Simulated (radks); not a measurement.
Initial-state core-level shifts of neutral osmium when its valence configuration changes from [Xe] 4f14 5d6 6s2. Calculated with a radial shooting solver on a logarithmic mesh with Libxc functionals: Dirac Kohn-Sham, PBE, spin-unpolarised, spherical densities, point nucleus; open shells fill j = l - 1/2 first. Shifts are changes of the shell-averaged eigenvalues in eV (positive: less bound).

valence                    1s       2p       3p       4s
4f14 5d6.5 6s1.5       +1.150   +1.214   +1.209   +1.205
4f14 5d5 6s2 6p1       -3.991   -4.113   -4.100   -4.090
4f14 5d6 6s1 6p1       -1.447   -1.419   -1.428   -1.432
4f13 5d7.5 6s1.5       -9.239  -10.032  -11.850  -10.381
4f13 5d7 6s2          -10.517  -11.377  -13.187  -11.712
4f14 5d7 6p1           +0.773   +0.930   +0.911   +0.900
4f14 5d7 6s1           +2.207   +2.329   +2.321   +2.314
4f13 5d6 6s2 6p1      -14.768  -15.756  -17.551  -16.058
4f13.5 5d6 6s2 6p0.5   -7.249   -7.728   -8.610   -7.905
